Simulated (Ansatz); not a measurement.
`O[SiH](O)S[SiH2]` radical, relaxed with UKS PBE0-D4/def2-TZVP in Ansatz 0.2.0 from a GFN2-xTB geometry. The force threshold is 0.005 eV/Å; the program also tests the step.

Charge 0, multiplicity 2.

Start:

```xyz
10

O    -0.408    1.335    0.755
Si    0.836    0.433    0.249
O     1.918    1.420   -0.446
S     0.072   -0.963   -1.176
Si   -1.912   -1.296   -0.418
H    -0.253    2.253    0.963
H     1.435   -0.285    1.361
H     2.553    1.082   -1.070
H    -1.844   -1.576    1.009
H    -2.395   -2.403   -1.228
```

```json
{"step": "1", "energy (eV)": "-30757.1450", "largest force (eV/Å)": "0.990", "largest move (Å)": "0.000"}
{"step": "2", "energy (eV)": "-30757.1920", "largest force (eV/Å)": "0.250", "largest move (Å)": "0.044"}
{"step": "3", "energy (eV)": "-30757.1992", "largest force (eV/Å)": "0.094", "largest move (Å)": "0.028"}
{"step": "4", "energy (eV)": "-30757.2005", "largest force (eV/Å)": "0.536", "largest move (Å)": "0.046"}
{"step": "5", "energy (eV)": "-30757.2180", "largest force (eV/Å)": "0.808", "largest move (Å)": "0.179"}
{"step": "6", "energy (eV)": "-30757.2440", "largest force (eV/Å)": "0.305", "largest move (Å)": "0.200"}
{"step": "7", "energy (eV)": "-30757.2584", "largest force (eV/Å)": "0.584", "largest move (Å)": "0.200"}
{"step": "8", "energy (eV)": "-30757.2781", "largest force (eV/Å)": "0.186", "largest move (Å)": "0.200"}
{"step": "9", "energy (eV)": "-30757.2826", "largest force (eV/Å)": "0.142", "largest move (Å)": "0.093"}
{"step": "10", "energy (eV)": "-30757.2850", "largest force (eV/Å)": "0.148", "largest move (Å)": "0.033"}
{"step": "11", "energy (eV)": "-30757.2870", "largest force (eV/Å)": "0.268", "largest move (Å)": "0.118"}
{"step": "13", "energy (eV)": "-30757.2898", "largest force (eV/Å)": "0.021", "largest move (Å)": "0.042"}
{"step": "15", "energy (eV)": "-30757.2901", "largest force (eV/Å)": "0.012", "largest move (Å)": "0.008"}
{"step": "17", "energy (eV)": "-30757.2904", "largest force (eV/Å)": "0.019", "largest move (Å)": "0.025"}
{"step": "19", "energy (eV)": "-30757.2905", "largest force (eV/Å)": "0.010", "largest move (Å)": "0.005"}
{"step": "21", "energy (eV)": "-30757.2906", "largest force (eV/Å)": "0.015", "largest move (Å)": "0.016"}
{"step": "23", "energy (eV)": "-30757.2908", "largest force (eV/Å)": "0.110", "largest move (Å)": "0.024"}
{"step": "25", "energy (eV)": "-30757.2913", "largest force (eV/Å)": "0.190", "largest move (Å)": "0.026"}
{"step": "27 (rejected)", "energy (eV)": "-30757.2915", "largest force (eV/Å)": "0.315", "largest move (Å)": "0.063"}
{"step": "29", "energy (eV)": "-30757.2926", "largest force (eV/Å)": "0.133", "largest move (Å)": "0.030"}
{"step": "31", "energy (eV)": "-30757.2931", "largest force (eV/Å)": "0.137", "largest move (Å)": "0.009"}
{"step": "33", "energy (eV)": "-30757.2936", "largest force (eV/Å)": "0.012", "largest move (Å)": "0.025"}
{"step": "35", "energy (eV)": "-30757.2937", "largest force (eV/Å)": "0.018", "largest move (Å)": "0.002"}
{"step": "37", "energy (eV)": "-30757.2938", "largest force (eV/Å)": "0.006", "largest move (Å)": "0.004"}
{"step": "38", "energy (eV)": "-30757.2938", "largest force (eV/Å)": "0.003", "largest move (Å)": "0.005"}
```

End:

```xyz
10

O    -0.207    1.526    1.050
Si    0.772    0.476    0.283
O     2.066    1.282   -0.309
S    -0.169   -0.470   -1.395
Si   -1.851   -1.287   -0.367
H    -0.557    2.262    0.544
H     1.128   -0.529    1.302
H     2.572    0.881   -1.017
H    -1.474   -1.645    1.031
H    -2.280   -2.497   -1.123
```

Run time 100 s (2 threads of an AMD EPYC 7R13 on a shared host and a share of an NVIDIA H100 80 GB); peak host memory 0.92 GiB.
